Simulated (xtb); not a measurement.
C$_{3}$H$_{9}$N, triplet, at the geometry of the source list (a higher spin typed on purpose: for a closed-shell molecule this is an excited state). Base run: xtb with GFN2-xTB.

Geometry (Å):
```xyz
13

C     -0.6142     1.1159     0.5641
C     -0.0901     0.0202    -0.3604
C      1.3506    -0.3412    -0.0090
N     -0.9202    -1.1667    -0.1885
H      0.0031     2.0067     0.4857
H     -0.6002     0.7610     1.5907
H     -1.6370     1.3781     0.3033
H     -0.1122     0.3999    -1.4017
H      1.7236    -1.1143    -0.6770
H      1.3918    -0.7163     1.0097
H      1.9930     0.5309    -0.0946
H     -0.6027    -1.9127    -0.7982
H     -1.8854    -0.9614    -0.4241
```
Charge 0, spin multiplicity 3.
All else is at xtb's defaults.
Base energy -13.49308 Eh.

Variants of this job, named by their change:

```tsv
change	ΔE vs base (kcal/mol)	dipole (D)	G_solv (kcal/mol)	SCF cycles
base	0.000	1.00	-	10
acc = 0.0001	0.000	1.00	-	16
etemp = 1000	-0.019	1.00	-	10
etemp = 5000	-11.34	0.79	-	10
etemp = 3000	-2.67	0.89	-	10
gbsa = acetonitrile	-3.20	1.11	-3.27	10
alpb = thf	-4.13	1.16	-4.28	10
acc = 0.1	0.000	1.00	-	12
alpb = cs2	-2.90	1.06	-2.91	10
```

ALPB and GBSA are two models with their own fitted parameters for each solvent, which aren't always the measured dielectric constant.
